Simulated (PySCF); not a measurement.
From computed data to an observable: oscillator strength and radiative lifetime

AlFH4O2SSi, SMILES [OH][Al]([OH])[S][SiH2]F.

Geometry: B3LYP-D3(BJ)/def2-SVP. The structure was generated by enumeration; whether it is a known compound was not checked. One conformer was computed; it need not be the lowest.

TDDFT-PBE/def2-SVPD in PySCF puts the first singlet state with f over 0.02 at 5.53 eV (vertical), with the transition dipole (0.083, -0.407, 0.187) in atomic units.

**Question.** Find the oscillator strength, the wavelength and the radiative lifetime that this transition would have in vacuum if emission retraced absorption.

**Answer.** 
|μ|² = 0.2075 au, so |μ| = 1.16 D. ΔE = 5.53/27.211 = 0.2032 hartree. f = (2/3) ΔE |μ|² = 0.028 (the program prints 0.028).
λ = 1239.84/5.53 = 224 nm; ν = 44602 cm⁻¹.
Einstein's coefficient A = 0.6670 ν² f s⁻¹ (ν in cm⁻¹) = 3.7e7 s⁻¹, so τ = 1/A = 27 ns. This state is S3; the lower singlets have f = 0.002, 0.005. The figure is the radiative limit of this one transition; relaxation, internal conversion, crossing to triplets and a medium change what is measured.
